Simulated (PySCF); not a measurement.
CH₅Cl₂NSi. Atoms are numbered in the order given.

```xyz
10

C      1.6506    -1.1765     0.3430
Si     0.0355    -0.3520    -0.0293
N     -1.1689    -1.4897    -0.4484
Cl     0.3794     1.0781    -1.5015
Cl    -0.6773     0.6767     1.6122
H      1.5303    -1.8920     1.1697
H      2.0208    -1.7160    -0.5428
H      2.4053    -0.4281     0.6245
H     -2.1401    -1.1984    -0.4799
H     -0.9706    -2.1820    -1.1631
```
Charge 0, spin multiplicity 1.

Coordinates come from a PBE0-D3(BJ)/def2-SVP optimisation. The values are those of a single conformer.

All values below come from SMD-PBE0/def2-SVP run with PySCF.

Solvation free energies are E(SMD) − E(gas) at the gas-phase geometry, for 1 M in both phases. In vacuum the dipole moment is 2.65 D.

Computed solvation free energies in water, acetonitrile, dichloromethane:
```
solvent          ΔG(solv) (kcal/mol)  its non-electrostatic (CDS) part  dipole (D)
---------------  -------------------  --------------------------------  ----------
water                           -2.7                               3.5        3.36
acetonitrile                    -6.4                              -0.4        3.34
dichloromethane                 -6.4                              -1.2        3.25
```
